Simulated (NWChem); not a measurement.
CdS; SMILES [S]=[Cd]

```xyz
2

Cd     0.0000     0.0000    -0.5637
S      0.0000     0.0000     1.6821
```
Atoms are numbered in this order, from 1.

Geometry: optimised at PBE0/def2-SVP. def2 effective core potentials on Cd; no spin-orbit coupling.

Q: List the 4 lowest vertical singlet excitations from PBE0/def2-SVPD with def2 effective core potentials on Cd, TDA (NWChem).

A: 
```
state  energy (eV)  oscillator strength  leading excitation (squared amplitude)
-----  -----------  -------------------  --------------------------------------
S1            0.71                0.002                      HOMO → LUMO (1.00)
S2            0.71                0.002                    HOMO−1 → LUMO (1.00)
S3            3.79                0.087                    HOMO−2 → LUMO (0.58)
S4            4.28                0.000                  HOMO−1 → LUMO+2 (0.40)
```
